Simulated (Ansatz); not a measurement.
**Energy differences in WO (charge +1)**

Program: Ansatz, Gaussian basis, development build. Basis cc-pwCVTZ-PP on W, cc-pVTZ on O, scalar-relativistic core potentials (60 electrons on W), no spin–orbit coupling, 1 orbital frozen in the corrections; active space CAS(11,10). Restricted Hartree–Fock, then the lowest state-specific CASSCF solution met for each case. Coupled cluster stands on the determinant that it favours, not always the lowest RHF. On stretched bonds single-reference methods can fail or change state. Solutions in different active orbitals can move differences by tenths of an eV and at times more than 1 eV.

Case A, doublet: bond length 1.6580 Å.

Case B, quartet: the shape of A.

Energy less that of case A, in eV:

```csv
case,RHF/ROHF,CASSCF,CCSD(T)
B,-1.896,-1.456,-1.319
```

Problem. What does SC-NEVPT2 give for these differences?

Solution. B: -1.154 eV (-26.6 kcal/mol).

Problem. Which case is lowest, and do the methods agree?

Solution. B is lowest in SC-NEVPT2. Of the methods shown, RHF/ROHF, CASSCF, CCSD(T) agree.
